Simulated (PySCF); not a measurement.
IIn, singlet, at a GFN2-xTB geometry (such geometries of metal compounds can be far from the true shape) (core potentials on I, In), with bond 2-1 at 1.4 times its length; CASSCF(6,4)/def2-SVP run with PySCF.

Input for PySCF:
```python
from pyscf import gto, scf, mcscf
import numpy

mol = gto.M(
    atom='''
In   -0.00000000   -0.00000000   -1.44929866
I     0.00000000    0.00000000    2.45560415
''',
    basis='def2-svp',
    ecp={'I': 'def2-svp', 'In': 'def2-svp'},
    verbose=4,
)

mf = scf.RHF(mol)
mf.kernel()
mc = mcscf.CASSCF(mf, 4, 6)
mc.fix_spin_(ss=0.0)
mc.kernel()
occ = numpy.linalg.eigvalsh(mc.fcisolver.make_rdm1(mc.ci, mc.ncas, mc.nelecas))[::-1]
ss = mc.fcisolver.spin_square(mc.ci, mc.ncas, mc.nelecas)[0]
print('natural occupations', occ.round(4), ' <S^2>', round(ss, 4))
```

It wrote (shortened):

```
PySCF version 2.14.0

[INPUT] verbose = 4
[INPUT] num. atoms = 2
[INPUT] num. electrons = 46
[INPUT] charge = 0
[INPUT] spin (= nelec alpha-beta = 2S) = 0
[INPUT] symmetry False subgroup None
[INPUT] Mole.unit = angstrom
[INPUT] Symbol           X                Y                Z      unit          X                Y                Z       unit  Magmom
[...]
nuclear repulsion = 71.1459540098003
number of shells = 20
number of NR pGTOs = 122
number of NR cGTOs = 52
basis = def2-svp
ecp = {'I': 'def2-svp', 'In': 'def2-svp'}

******** <class 'pyscf.scf.hf.RHF'> ********
method = RHF
initial guess = minao
damping factor = 0
level_shift factor = 0
DIIS = <class 'pyscf.scf.diis.CDIIS'>
diis_start_cycle = 1
diis_space = 8
diis_damp = 0
SCF conv_tol = 1e-09
SCF conv_tol_grad = None
SCF max_cycles = 50
direct_scf = True
direct_scf_tol = 1e-13
Set gradient conv threshold to 3.16228e-05
Initial guess from minao.
init E= -432.027957590972
[...]
cycle= 1 E= -484.71929077275  delta_E= -52.7  |g|= 2.36  |ddm|= 13.8
[...]
cycle= 2 E= -481.894607233619  delta_E= 2.82  |g|= 2.19  |ddm|=    6
[...]
cycle= 3 E= -485.582048313628  delta_E= -3.69  |g|= 0.814  |ddm|= 4.48
[...]
cycle= 4 E= -485.864465129688  delta_E= -0.282  |g|= 0.227  |ddm|= 1.57
[...]
cycle= 5 E= -485.901275463399  delta_E= -0.0368  |g|= 0.048  |ddm|= 0.625
[...]
cycle= 6 E= -485.903705715455  delta_E= -0.00243  |g|= 0.0151  |ddm|= 0.168
[...]
cycle= 7 E= -485.904055028814  delta_E= -0.000349  |g|= 0.00449  |ddm|= 0.0654
[...]
cycle= 8 E= -485.904102783693  delta_E= -4.78e-05  |g|= 0.00124  |ddm|= 0.0263
[...]
cycle= 9 E= -485.904107399687  delta_E= -4.62e-06  |g|= 0.000354  |ddm|= 0.00809
[...]
cycle= 10 E= -485.904107844458  delta_E= -4.45e-07  |g|= 5.65e-05  |ddm|= 0.00283
[...]
cycle= 11 E= -485.904107849885  delta_E= -5.43e-09  |g|= 1.04e-05  |ddm|= 0.000317
[...]
cycle= 12 E= -485.904107849995  delta_E= -1.1e-10  |g|= 2.15e-06  |ddm|= 5.09e-05
[...]
Extra cycle  E= -485.904107849998  delta_E= -3.07e-12  |g|= 7.09e-07  |ddm|= 8.24e-06
converged SCF energy = -485.904107849998

******** <class 'pyscf.mcscf.mc1step.CASSCF'> ********
CAS (3e+3e, 4o), ncore = 20, nvir = 28
max_cycle_macro = 50
max_cycle_micro = 4
conv_tol = 1e-07
conv_tol_grad = None
orbital rotation max_stepsize = 0.02
orbital rotation threshold for CI restart = 0.01
augmented hessian ah_max_cycle = 30
augmented hessian ah_conv_tol = 1e-12
augmented hessian ah_linear dependence = 1e-14
augmented hessian ah_level shift = 1e-08
augmented hessian ah_start_tol = 2.5
augmented hessian ah_start_cycle = 3
augmented hessian ah_grad_trust_region = 3
kf_trust_region = 3
kf_interval = 4
ci_response_space = 4
ci_grad_trust_region = 3
with_dep4 0
natorb = False
canonicalization = True
sorting_mo_energy = False
ao2mo_level = 2
internal_rotation = False
******** <class 'pyscf.fci.addons.SpinPenaltyFCISolver'> ********
max. cycles = 50
conv_tol = 1e-08
davidson only = True
linear dependence = 1e-12
level shift = 0.001
max iter space = 12
nroots = 1
pspace_size = 400
spin = None
CASCI E = -485.904146461695  S^2 = 0.0000000
Set conv_tol_grad to 0.000316228
macro iter   1 ( 11 JK    2 micro), CASSCF E = -485.904192183028  dE = -4.57213325e-05  S^2 = 0.0000000
               |grad[o]|=0.000295  |grad[c]|=0.0013  |ddm|=0.00414  |maxRot[o]|=0.0686
macro iter   2 ( 21 JK    4 micro), CASSCF E = -485.905086110256  dE = -8.93927228e-04  S^2 = 0.0000000
               |grad[o]|=0.00172  |grad[c]|=0.0049  |ddm|=0.0187  |maxRot[o]|=0.312
macro iter   3 ( 21 JK    4 micro), CASSCF E = -485.907497155443  dE = -2.41104519e-03  S^2 = 0.0000000
               |grad[o]|=0.00415  |grad[c]|=0.00523  |ddm|=0.00807  |maxRot[o]|=0.312
macro iter   4 ( 21 JK    4 micro), CASSCF E = -485.909085647780  dE = -1.58849234e-03  S^2 = 0.0000000
               |grad[o]|=0.00404  |grad[c]|=0.00422  |ddm|=0.00361  |maxRot[o]|= 0.26
macro iter   5 ( 12 JK    3 micro), CASSCF E = -485.909328641641  dE = -2.42993861e-04  S^2 = 0.0000000
               |grad[o]|=0.00165  |grad[c]|=0.00274  |ddm|=0.000454  |maxRot[o]|=0.0883
macro iter   6 (  7 JK    2 micro), CASSCF E = -485.909400889520  dE = -7.22478784e-05  S^2 = 0.0000000
               |grad[o]|=0.000889  |grad[c]|=0.00497  |ddm|=0.000437  |maxRot[o]|=0.0699
macro iter   7 (  7 JK    2 micro), CASSCF E = -485.909423914163  dE = -2.30246434e-05  S^2 = 0.0000000
               |grad[o]|=0.000526  |grad[c]|=0.00447  |ddm|=0.000367  |maxRot[o]|=0.0597
macro iter   8 (  5 JK    2 micro), CASSCF E = -485.909427259305  dE = -3.34514192e-06  S^2 = 0.0000000
               |grad[o]|=0.000419  |grad[c]|=0.00142  |ddm|=0.000389  |maxRot[o]|=0.0264
macro iter   9 ( 13 JK    3 micro), CASSCF E = -485.909426326300  dE =  9.33005083e-07  S^2 = 0.0000000
               |grad[o]|=0.000172  |grad[c]|=0.00521  |ddm|=0.000481  |maxRot[o]|=0.055
macro iter  10 (  7 JK    2 micro), CASSCF E = -485.909427237270  dE = -9.10970357e-07  S^2 = 0.0000000
               |grad[o]|=0.000236  |grad[c]|=0.000563  |ddm|=0.00011  |maxRot[o]|=0.0187
macro iter  11 (  6 JK    1 micro), CASSCF E = -485.909428403532  dE = -1.16626177e-06  S^2 = 0.0000000
               |grad[o]|=0.000141  |grad[c]|=0.00102  |ddm|=0.000149  |maxRot[o]|=0.0276
macro iter  12 (  6 JK    1 micro), CASSCF E = -485.909427473926  dE =  9.29606358e-07  S^2 = 0.0000000
               |grad[o]|=0.000106  |grad[c]|=0.00306  |ddm|=0.000213  |maxRot[o]|=0.0427
macro iter  13 (  6 JK    1 micro), CASSCF E = -485.909427682656  dE = -2.08730057e-07  S^2 = 0.0000000
               |grad[o]|=8.08e-05  |grad[c]|=0.0004  |ddm|=6.8e-05  |maxRot[o]|=0.0109
macro iter  14 (  7 JK    1 micro), CASSCF E = -485.909428166801  dE = -4.84145346e-07  S^2 = 0.0000000
               |grad[o]|=5.65e-05  |grad[c]|=0.000657  |ddm|=0.000102  |maxRot[o]|=0.0103
macro iter  15 (  6 JK    1 micro), CASSCF E = -485.909429700630  dE = -1.53382854e-06  S^2 = 0.0000000
               |grad[o]|=0.000133  |grad[c]|=0.00122  |ddm|=0.000281  |maxRot[o]|=0.0337
[...]
               |grad[o]|=0.000762  |grad[c]|=0.00921  |ddm|=0.00226  |maxRot[o]|=0.125
macro iter  22 ( 12 JK    3 micro), CASSCF E = -485.909812417902  dE = -1.98093322e-04  S^2 = 0.0000000
               |grad[o]|=0.00293  |grad[c]|=0.0175  |ddm|=0.00704  |maxRot[o]|=0.103
macro iter  23 ( 12 JK    3 micro), CASSCF E = -485.910064529968  dE = -2.52112066e-04  S^2 = 0.0000000
               |grad[o]|=0.00337  |grad[c]|=0.0214  |ddm|=0.00796  |maxRot[o]|=0.108
macro iter  24 ( 12 JK    3 micro), CASSCF E = -485.910336908774  dE = -2.72378806e-04  S^2 = 0.0000000
               |grad[o]|=0.00363  |grad[c]|=0.0177  |ddm|=0.00798  |maxRot[o]|=0.104
macro iter  25 ( 12 JK    3 micro), CASSCF E = -485.910638923576  dE = -3.02014802e-04  S^2 = 0.0000000
               |grad[o]|=0.00386  |grad[c]|=0.0175  |ddm|=0.00858  |maxRot[o]|=0.0971
macro iter  26 ( 12 JK    3 micro), CASSCF E = -485.910938704752  dE = -2.99781176e-04  S^2 = 0.0000000
               |grad[o]|=0.00409  |grad[c]|=0.016  |ddm|=0.00853  |maxRot[o]|=0.094
macro iter  27 ( 17 JK    4 micro), CASSCF E = -485.911184392181  dE = -2.45687429e-04  S^2 = 0.0000000
               |grad[o]|=0.00428  |grad[c]|=0.0432  |ddm|=0.00848  |maxRot[o]|= 0.11
macro iter  28 (  7 JK    2 micro), CASSCF E = -485.911424301477  dE = -2.39909296e-04  S^2 = 0.0000000
               |grad[o]|=0.00484  |grad[c]|=0.0118  |ddm|=0.00399  |maxRot[o]|=0.0677
macro iter  29 (  7 JK    2 micro), CASSCF E = -485.911607840492  dE = -1.83539015e-04  S^2 = 0.0000000
               |grad[o]|=0.00431  |grad[c]|=0.0192  |ddm|=0.00444  |maxRot[o]|=0.0698
macro iter  30 (  7 JK    2 micro), CASSCF E = -485.911729931254  dE = -1.22090762e-04  S^2 = 0.0000000
               |grad[o]|=0.00419  |grad[c]|=0.0182  |ddm|=0.00405  |maxRot[o]|=0.0698
macro iter  31 (  7 JK    2 micro), CASSCF E = -485.911837097288  dE = -1.07166035e-04  S^2 = 0.0000000
               |grad[o]|=0.00418  |grad[c]|=0.0161  |ddm|=0.00429  |maxRot[o]|=0.0681
macro iter  32 (  7 JK    2 micro), CASSCF E = -485.911928211629  dE = -9.11143409e-05  S^2 = 0.0000000
               |grad[o]|=0.00421  |grad[c]|=0.00975  |ddm|=0.00415  |maxRot[o]|=0.0658
macro iter  33 ( 21 JK    4 micro), CASSCF E = -485.912064309495  dE = -1.36097866e-04  S^2 = 0.0000000
               |grad[o]|=0.0043  |grad[c]|=0.00867  |ddm|=0.00462  |maxRot[o]|=0.258
macro iter  34 ( 21 JK    4 micro), CASSCF E = -485.912214509447  dE = -1.50199951e-04  S^2 = 0.0000000
               |grad[o]|=0.00457  |grad[c]|=0.00383  |ddm|=0.00785  |maxRot[o]|=0.138
macro iter  35 ( 12 JK    3 micro), CASSCF E = -485.912350581385  dE = -1.36071938e-04  S^2 = 0.0000000
               |grad[o]|=0.0054  |grad[c]|=0.0101  |ddm|=0.00298  |maxRot[o]|=0.106
macro iter  36 ( 17 JK    4 micro), CASSCF E = -485.912357632726  dE = -7.05134141e-06  S^2 = 0.0000000
               |grad[o]|=0.00566  |grad[c]|=0.0183  |ddm|=0.00778  |maxRot[o]|= 0.07
macro iter  37 ( 12 JK    3 micro), CASSCF E = -485.912460681959  dE = -1.03049232e-04  S^2 = 0.0000000
               |grad[o]|=0.00545  |grad[c]|=0.0221  |ddm|=0.00624  |maxRot[o]|=0.0612
macro iter  38 ( 17 JK    4 micro), CASSCF E = -485.912432055742  dE =  2.86262161e-05  S^2 = 0.0000000
               |grad[o]|=0.00567  |grad[c]|=0.0338  |ddm|=0.0111  |maxRot[o]|=0.0993
macro iter  39 ( 21 JK    4 micro), CASSCF E = -485.912544272496  dE = -1.12216753e-04  S^2 = 0.0000000
               |grad[o]|=0.00548  |grad[c]|=0.00204  |ddm|=0.00215  |maxRot[o]|=0.0958
macro iter  40 ( 21 JK    4 micro), CASSCF E = -485.912622715685  dE = -7.84431897e-05  S^2 = 0.0000000
               |grad[o]|=0.00568  |grad[c]|=0.00217  |ddm|=0.00221  |maxRot[o]|=0.0518
macro iter  41 ( 17 JK    4 micro), CASSCF E = -485.912615897056  dE =  6.81862974e-06  S^2 = 0.0000000
               |grad[o]|=0.00566  |grad[c]|=0.00943  |ddm|=0.00702  |maxRot[o]|=0.0662
macro iter  42 ( 21 JK    4 micro), CASSCF E = -485.912715771258  dE = -9.98742024e-05  S^2 = 0.0000000
               |grad[o]|=0.00535  |grad[c]|=0.00136  |ddm|=0.00168  |maxRot[o]|=0.071
macro iter  43 ( 21 JK    4 micro), CASSCF E = -485.912824608364  dE = -1.08837106e-04  S^2 = 0.0000000
               |grad[o]|=0.00552  |grad[c]|=0.00157  |ddm|=0.00305  |maxRot[o]|=0.0601
macro iter  44 ( 21 JK    4 micro), CASSCF E = -485.912752983501  dE =  7.16248636e-05  S^2 = 0.0000000
               |grad[o]|=0.00554  |grad[c]|=0.00817  |ddm|=0.00356  |maxRot[o]|=0.0937
macro iter  45 ( 21 JK    4 micro), CASSCF E = -485.912834522114  dE = -8.15386128e-05  S^2 = 0.0000000
               |grad[o]|=0.00521  |grad[c]|=0.00127  |ddm|=0.00133  |maxRot[o]|=0.0518
macro iter  46 ( 21 JK    4 micro), CASSCF E = -485.912910878164  dE = -7.63560500e-05  S^2 = 0.0000000
               |grad[o]|=0.00525  |grad[c]|=0.0016  |ddm|=0.00181  |maxRot[o]|=0.0339
macro iter  47 ( 21 JK    4 micro), CASSCF E = -485.912937654999  dE = -2.67768359e-05  S^2 = 0.0000000
               |grad[o]|=0.00509  |grad[c]|=0.00394  |ddm|=0.00499  |maxRot[o]|=0.0258
macro iter  48 ( 21 JK    4 micro), CASSCF E = -485.912960675031  dE = -2.30200311e-05  S^2 = 0.0000000
               |grad[o]|=0.00487  |grad[c]|=0.00266  |ddm|=0.00333  |maxRot[o]|=0.0195
macro iter  49 ( 21 JK    4 micro), CASSCF E = -485.912829176132  dE =  1.31498899e-04  S^2 = 0.0000000
               |grad[o]|=0.00449  |grad[c]|=0.00966  |ddm|=0.00179  |maxRot[o]|=0.132
macro iter  50 ( 21 JK    4 micro), CASSCF E = -485.912904233264  dE = -7.50571319e-05  S^2 = 0.0000000
               |grad[o]|=0.00402  |grad[c]|=0.00209  |ddm|=0.00143  |maxRot[o]|=0.0435
1-step CASSCF not converged,  50 macro (672 JK 146 micro) steps
CASSCF canonicalization
Density matrix diagonal elements [1.96352817 1.9985945  1.99967069 0.03820663]
CASSCF energy = -485.912904233264
CASCI E = -485.912904233264  E(CI) = -16.4671136682920  S^2 = 0.0000000
natural occupations [2.     1.9984 1.9668 0.0348]  <S^2> 0.0
```

The run did not converge; its last values are not results.
